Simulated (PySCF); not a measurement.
BClH, SMILES [BH]Cl, multiplicity 2. Geometry: PBE0-D3(BJ)/def2-TZVPD. The isomer is the one that the SMILES or the coordinates give; other isomers of the formula were not compared.

Computed equilibrium geometry at PBE0-D3(BJ)/def2-TZVPD (PySCF confirms it by a frequency run) as a Z-matrix, and its point group:
point group Cs.
```
B
H 1 1.1934
Cl 1 1.7095 2 123.65
```
Charge 0, spin multiplicity 2.
